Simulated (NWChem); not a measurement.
Species: SnH₂, singlet; SMILES [SnH2]

```xyz
3

Sn     0.0000     0.0000     0.0483
H      1.2619     0.0000    -1.2082
H     -1.2619     0.0000    -1.2082
```
Atoms are numbered in this order, from 1.

Low-valent species are run as closed-shell singlets; no triplet was tried in these runs. All runs use the structure optimised with PBE0/def2-SVP. def2 effective core potentials on Sn; no spin-orbit coupling.

Symmetry labels are those of C2v in the frame above (b1 and b2, or b-type labels, depend on it).

Question: List the 6 lowest vertical singlet excitations and the 6 lowest triplet ones from B3LYP/def2-SVP with def2 effective core potentials on Sn, full TDDFT (NWChem).

Answer: 
| state | energy (eV) | oscillator strength | symmetry | leading excitation (squared amplitude) |
|---|---|---|---|---|
| S1 | 2.33 | 0.014 | b2 | HOMO → LUMO (1.01) |
| S2 | 3.61 | 0.000 | a2 | HOMO−1 → LUMO (1.00) |
| S3 | 6.44 | 0.199 | b1 | HOMO → LUMO+1 (0.91) |
| S4 | 7.01 | 0.089 | a1 | HOMO → LUMO+2 (0.75) |
| S5 | 8.58 | 0.824 | a1 | HOMO−1 → LUMO+1 (0.73) |
| S6 | 9.41 | 0.928 | b1 | HOMO−1 → LUMO+2 (0.88) |
| T1 | 1.35 | spin-forbidden | b2 | HOMO → LUMO (1.02) |
| T2 | 3.17 | spin-forbidden | a2 | HOMO−1 → LUMO (1.00) |
| T3 | 4.81 | spin-forbidden | b1 | HOMO → LUMO+1 (0.97) |
| T4 | 5.72 | spin-forbidden | a1 | HOMO → LUMO+2 (0.63) |
| T5 | 6.65 | spin-forbidden | a1 | HOMO−1 → LUMO+1 (0.63) |
| T6 | 7.45 | spin-forbidden | b1 | HOMO−1 → LUMO+2 (0.96) |
